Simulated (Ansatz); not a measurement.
Gas-phase electronic energies from Ansatz, PBE0-D4/def2-TZVP geometries. CCSD(T)/CBS adds triple-zeta CCSD(T) − MP2 to the extrapolated MP2 energy (def2 sets, frozen cores). DFT in def2-TZVPP. HSE06 is defined as in plane-wave codes. One conformer a species, not always the lowest.

Consider the isomerisation: `N[C@H]1O[Si@@H]1[SiH3]` → `N[SiH2]C1O[SiH2]1`.

`N[C@H]1O[Si@@H]1[SiH3]`:

Z-matrix (Å, degrees):
```
C
O 1 1.498
Si 1 1.821 2 59.4
N 1 1.401 2 117.8 3 117.0
H 1 1.088 2 109.3 3 -113.7
Si 3 2.333 1 124.1 2 -100.4
H 3 1.489 1 117.6 2 101.2
H 4 1.013 1 112.4 2 68.2
H 4 1.010 1 113.6 2 -56.4
H 6 1.485 3 109.3 1 13.5
H 6 1.487 3 110.4 1 133.9
H 6 1.488 3 109.3 1 -106.4
```

`N[SiH2]C1O[SiH2]1`:

Cartesian coordinates in Å:
```
N 0.681 2.092 -0.935
Si 0.107 0.476 -1.025
C 0.411 -0.619 0.457
O -0.345 -0.186 1.681
Si -0.872 -1.675 1.175
H 0.268 2.725 -0.269
H 1.664 2.282 -1.045
H 0.775 -0.171 -2.187
H -1.367 0.533 -1.206
H 1.444 -0.875 0.702
H -2.238 -1.755 0.614
H -0.527 -2.825 2.038
```

```tsv
level	ΔE (kcal/mol)
PBE-D4	-15.5
B2PLYP	-21.6
HSE06	-17.4
CCSD(T)/def2-SVP	-16.0
```

Question: What does CCSD(T)/CBS give? (An estimate is asked.)

Answer: The calculation gave: -22.5 kcal/mol. The listed levels differ from it by 7.0, 0.9, 5.1, 6.5 kcal/mol.

Largest T1 diagnostic among the species: 0.015.

From PBE to PBE0 (25 % exact exchange), in def2-TZVPP and without D4, ΔE moves by −2.2 kcal/mol. At CCSD(T), def2-SVP lies +6.4 kcal/mol from the extrapolated value and def2-TZVPP +0.9 kcal/mol.
